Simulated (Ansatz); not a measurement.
Ideal-gas functions of BBr3 (`BrB(Br)Br`) at 500 K and 1 bar, from an Ansatz frequency run at PBE0-D4/def2-TZVP.

Molar mass 250.52 g/mol, point group D3h (symmetry number 6), electronic degeneracy 1, moments of inertia 430.971, 431.051, 862.022 u Å². Harmonic wavenumbers (cm⁻¹, unscaled): 151, 151, 284, 388, 839, 839.

Use S(trans) = R[1.5 ln M + 2.5 ln T − 1.1517]; rotational temperatures θ = 24.2544 K / I; S(rot) = R[ln(√π/σ · √(T³/θAθBθC)) + 1.5]; for each mode x = 1.438777 ν̃/T, S = R[x/(eˣ − 1) − ln(1 − e⁻ˣ)] and H = RT x/(eˣ − 1); 1 cm⁻¹ = 0.0119627 kJ/mol; R = 8.31446 J/(mol·K).

Question: By hand: the entropy, in J/(mol·K).

Answer: Translation 188.5. Rotation: θ = 0.0563, 0.0563, 0.0281 K, giving 118.6. Vibration, mode by mode: 15.31, 15.31, 10.22, 7.82, 2.75, 2.75, in all 54.2. Electronic 0.0. Sum 361.3 J/(mol·K).

Question: By hand: H − E and G − E in kJ/mol, counted from the electronic energy.

Answer: Zero-point energy ½ × 2652 × 0.0119627 = 15.9; thermal vibration 13.6; translation, rotation and pV give 4 RT = 16.6. H − E = 46.1 kJ/mol, and G − E = 46.1 − 500 × 361.3/1000 = -134.6 kJ/mol.

Vibration gives 15 % of the entropy.
